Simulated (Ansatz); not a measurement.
Born–Oppenheimer molecular dynamics of AlClH3NO (7 atoms, charge 0, multiplicity 1). It starts from a relaxed structure.

Level of theory: Ansatz 0.2.0, RKS PBE0-D4/6-31G*.

```json
{"ensemble": "NVT, Langevin thermostat", "time step": "0.25 fs", "steps asked": "100", "set temperature": "1500 K", "friction": "0.001 /fs", "seed": "788057"}
```

Frames 0.25 fs apart, positions in Å, forces in eV/Å.

Velocities at 10.0 fs (Å/ps):

```
Al -1.92 -1.85 2.14
N 14.42 -19.91 4.27
H -22.85 16.95 43.07
H -11.73 -2.45 -42.49
O -1.65 9.73 -2.02
H 10.40 33.71 -1.25
Cl -2.60 3.26 -0.39
```

```xyz
7
Properties=species:S:1:pos:R:3:forces:R:3 time_fs=10.0 energy_less_start_eV=0.336 T=984
Al 0.075 -0.192 0.164 -1.47 -0.04 -0.77
N 0.033 -0.162 1.920 -1.00 1.17 1.57
H -0.661 0.233 2.616 0.75 -0.99 -1.61
H 0.883 0.318 2.161 0.82 -0.06 0.49
O 1.554 -0.251 -0.609 0.45 -0.13 0.93
H 1.839 -0.123 -1.496 0.07 0.10 -0.90
Cl -1.712 -0.165 -1.017 0.39 -0.05 0.29
7
Properties=species:S:1:pos:R:3:forces:R:3 time_fs=10.2 energy_less_start_eV=0.380 T=913
Al 0.075 -0.193 0.165 -1.48 -0.04 -0.80
N 0.036 -0.167 1.921 -1.57 1.20 1.79
H -0.667 0.237 2.626 1.08 -1.17 -1.92
H 0.880 0.318 2.150 1.06 0.10 0.60
O 1.554 -0.248 -0.609 0.47 -0.12 0.85
H 1.842 -0.115 -1.497 0.03 0.09 -0.80
Cl -1.713 -0.164 -1.017 0.39 -0.05 0.29
7
Properties=species:S:1:pos:R:3:forces:R:3 time_fs=10.5 energy_less_start_eV=0.428 T=861
Al 0.074 -0.193 0.166 -1.48 -0.05 -0.83
N 0.040 -0.172 1.923 -2.05 1.20 1.95
H -0.671 0.240 2.635 1.36 -1.31 -2.17
H 0.878 0.317 2.140 1.29 0.24 0.69
O 1.553 -0.246 -0.610 0.49 -0.11 0.74
H 1.845 -0.106 -1.498 -0.01 0.07 -0.68
Cl -1.714 -0.163 -1.017 0.40 -0.05 0.30
7
Properties=species:S:1:pos:R:3:forces:R:3 time_fs=10.8 energy_less_start_eV=0.475 T=836
Al 0.074 -0.194 0.166 -1.48 -0.06 -0.86
N 0.043 -0.177 1.924 -2.45 1.19 2.08
H -0.675 0.243 2.643 1.58 -1.43 -2.37
H 0.876 0.316 2.130 1.48 0.37 0.78
O 1.553 -0.244 -0.610 0.52 -0.09 0.62
H 1.847 -0.098 -1.499 -0.06 0.06 -0.54
Cl -1.714 -0.162 -1.017 0.40 -0.05 0.30
7
Properties=species:S:1:pos:R:3:forces:R:3 time_fs=11.0 energy_less_start_eV=0.518 T=787
Al 0.073 -0.194 0.167 -1.48 -0.06 -0.88
N 0.046 -0.181 1.925 -2.75 1.17 2.16
H -0.678 0.244 2.650 1.76 -1.51 -2.52
H 0.876 0.316 2.121 1.63 0.48 0.84
O 1.553 -0.241 -0.611 0.56 -0.06 0.47
H 1.850 -0.089 -1.500 -0.12 0.03 -0.38
Cl -1.715 -0.161 -1.017 0.40 -0.05 0.30
7
Properties=species:S:1:pos:R:3:forces:R:3 time_fs=11.2 energy_less_start_eV=0.554 T=728
Al 0.072 -0.195 0.167 -1.47 -0.07 -0.91
N 0.049 -0.186 1.927 -2.96 1.17 2.22
H -0.680 0.245 2.655 1.90 -1.58 -2.62
H 0.876 0.315 2.112 1.72 0.56 0.89
O 1.552 -0.239 -0.612 0.60 -0.03 0.32
H 1.853 -0.081 -1.502 -0.18 0.00 -0.20
Cl -1.716 -0.160 -1.017 0.41 -0.05 0.31
7
Properties=species:S:1:pos:R:3:forces:R:3 time_fs=11.5 energy_less_start_eV=0.582 T=699
Al 0.072 -0.196 0.168 -1.46 -0.08 -0.93
N 0.052 -0.191 1.928 -3.08 1.18 2.26
H -0.681 0.245 2.659 2.00 -1.62 -2.69
H 0.878 0.316 2.103 1.74 0.60 0.92
O 1.552 -0.237 -0.612 0.64 0.00 0.17
H 1.856 -0.072 -1.504 -0.25 -0.03 -0.03
Cl -1.716 -0.160 -1.017 0.41 -0.05 0.31
7
Properties=species:S:1:pos:R:3:forces:R:3 time_fs=11.8 energy_less_start_eV=0.600 T=682
Al 0.071 -0.196 0.168 -1.44 -0.08 -0.94
N 0.055 -0.195 1.929 -3.10 1.21 2.28
H -0.681 0.244 2.661 2.06 -1.65 -2.73
H 0.880 0.316 2.096 1.71 0.60 0.93
O 1.552 -0.234 -0.613 0.67 0.03 0.02
H 1.858 -0.064 -1.506 -0.31 -0.06 0.13
Cl -1.717 -0.159 -1.017 0.41 -0.05 0.31
7
Properties=species:S:1:pos:R:3:forces:R:3 time_fs=12.0 energy_less_start_eV=0.607 T=669
Al 0.070 -0.197 0.169 -1.43 -0.09 -0.95
N 0.057 -0.200 1.931 -3.02 1.26 2.26
H -0.679 0.241 2.662 2.09 -1.65 -2.73
H 0.884 0.317 2.089 1.60 0.56 0.93
O 1.552 -0.232 -0.613 0.71 0.06 -0.11
H 1.860 -0.056 -1.508 -0.36 -0.09 0.28
Cl -1.717 -0.158 -1.017 0.41 -0.05 0.32
7
Properties=species:S:1:pos:R:3:forces:R:3 time_fs=12.2 energy_less_start_eV=0.602 T=664
Al 0.069 -0.197 0.169 -1.40 -0.09 -0.95
N 0.060 -0.204 1.933 -2.86 1.32 2.23
H -0.676 0.237 2.662 2.09 -1.64 -2.70
H 0.888 0.319 2.083 1.45 0.48 0.92
O 1.552 -0.229 -0.614 0.73 0.08 -0.21
H 1.862 -0.048 -1.510 -0.41 -0.11 0.40
Cl -1.718 -0.157 -1.017 0.41 -0.05 0.32
7
Properties=species:S:1:pos:R:3:forces:R:3 time_fs=12.5 energy_less_start_eV=0.587 T=677
Al 0.069 -0.198 0.170 -1.38 -0.10 -0.95
N 0.062 -0.209 1.935 -2.62 1.40 2.16
H -0.672 0.233 2.660 2.05 -1.60 -2.63
H 0.894 0.320 2.077 1.24 0.37 0.89
O 1.551 -0.227 -0.614 0.74 0.10 -0.29
H 1.863 -0.040 -1.511 -0.45 -0.14 0.49
Cl -1.718 -0.157 -1.017 0.41 -0.05 0.32
7
Properties=species:S:1:pos:R:3:forces:R:3 time_fs=12.8 energy_less_start_eV=0.564 T=693
Al 0.068 -0.198 0.170 -1.35 -0.10 -0.94
N 0.065 -0.213 1.937 -2.32 1.48 2.06
H -0.666 0.227 2.656 1.98 -1.54 -2.52
H 0.900 0.323 2.071 1.01 0.24 0.86
O 1.551 -0.224 -0.615 0.74 0.12 -0.35
H 1.864 -0.032 -1.512 -0.48 -0.16 0.57
Cl -1.719 -0.156 -1.018 0.41 -0.05 0.33
```

Of the whole run (25 fs, mean temperature of the second half 864 K): The mean temperature of the second half is 42 % below the set value. A run of 0.025 ps of so small a system gives no equilibrium averages.

Run time: 4.1 min on 1 thread of Arm Neoverse V2, with other jobs on the host, peak memory 0.14 GiB.
